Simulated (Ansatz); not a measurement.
Total energies of the cluster B₅ (the lowest doublet isomer of a short search) from Ansatz at PBE0-D4/def2-TZVP, gas phase (1 Eh = 27.2114 eV = 2625.5 kJ/mol). The reference geometry is relaxed at PBE-D4/def2-SVP.

```xyz
5

B    -1.254    0.487   -0.963
B     1.298   -1.018    0.128
B     0.601    0.099    1.017
B     0.030   -0.421   -0.652
B    -0.676    0.853    0.470
```

| state | geometry | energy (Eh) |
| --- | --- | --- |
| charge 0 doublet | reference | -123.83205 |
| charge 1 singlet | reference | -123.49450 |
| charge 0 quartet | relaxed at PBE-D4/def2-SVP | -123.77476 |
| free B atom (doublet) | – | -24.61828 |

Work out the vertical ionisation energy to the singlet.

E(charge 1 singlet) − E(charge 0 doublet) = -123.49450 − (-123.83205) = 0.33755 Eh = 9.19 eV. For comparison, −ε of the highest occupied level of the spin that leaves is 7.27 eV at this level, 1.92 eV less.

Which of the charge 0 states is lowest, and how far above it are the others?

The doublet. quartet: -123.77476 − (-123.83205) = 0.05729 Eh = 150.4 kJ/mol.

What is the binding energy per atom against free atoms?

Atoms: 5 × (-24.61828) = -123.09140 Eh. Binding: -123.09140 − (-123.83205) = 0.74065 Eh = 20.15 eV, or 4.03 eV for each of 5 atoms (no zero-point energy, no counterpoise term).

At PBE0-D4/def2-TZVP the charge 0 doublet is spin-contaminated (final ⟨S²⟩ up to 0.98, 0.75 for a pure state). The restricted singlet is unstable towards broken spin symmetry in Hartree–Fock (as tested in another run); at PBE0-D4/def2-TZVP this wasn't settled. 

The structure comes from a short search, and lower isomers may exist.
